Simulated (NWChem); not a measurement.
System: C2H8Si; SMILES C[SiH2]C

NWChem input:

```
start job
memory heap 200 mb stack 900 mb global 1100 mb
geometry units angstroms noautoz
  Si     0.000000     0.000000    -0.532599
  C     -1.556075     0.000000     0.525619
  C      1.556075     0.000000     0.525619
  H      0.000000     1.207520    -1.421166
  H      0.000000    -1.207520    -1.421166
  H     -1.592552    -0.890800     1.172316
  H     -2.460680     0.000000    -0.101874
  H     -1.592552     0.890800     1.172316
  H      2.460680     0.000000    -0.101874
  H      1.592552    -0.890800     1.172316
  H      1.592552     0.890800     1.172316
end
basis spherical
  * library def2-tzvpd
end
dft
  xc slater vwn_5
  iterations 150
  semidirect filesize 400000000
  mulliken
end
task dft energy
```

The geometry was optimised at PBE0/def2-SVP.

Give the results of this calculation. (LDA (Slater exchange, VWN5)/def2-TZVPD.) Quantities: energy (Ha); highest occupied level (eV); orbital gap (eV); dipole (D).


```
Item                          Result
---------------------------  -------
energy (Ha)                  -368.62
highest occupied level (eV)    -7.60
orbital gap (eV)                7.21
dipole (D)                      0.81
```
